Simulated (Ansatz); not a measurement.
Reaction (SMILES): OB(O)Cl [chloroboronic acid] + H+ → OB([OH2+])Cl
Geometries: B3LYP-D3(BJ)/def2-TZVP minima from Ansatz (a quantum-chemistry and plane-wave program), one conformer each, not searched for the lowest. Frequencies are from Ansatz.

Quantity: proton affinity (enthalpy at 298 K, with B3LYP-D3(BJ) rigid-rotor harmonic-oscillator terms), positive where the reaction releases energy, in eV. Correlated levels leave the core frozen unless marked. Spin-orbit coupling is left out. Non-relativistic. CBS marks a two-point X^-3 extrapolation of the correlation energy; Hartree-Fock from the larger set.

CCSD(T)/CBS(cc-pV(T+d)Z,cc-pV(Q+d)Z) (Ansatz) gives 7.25 eV.

Question: Another calculation gave 7.19 eV. Which level was it?
A) SVWN5/def2-TZVPD (Ansatz)
B) CAM-B3LYP/def2-TZVPD (Ansatz)
C) revPBE/def2-TZVPD (Ansatz)

Answer: B, CAM-B3LYP/def2-TZVPD (Ansatz). The others give 7.33 (revPBE), 7.07 (SVWN5) eV.
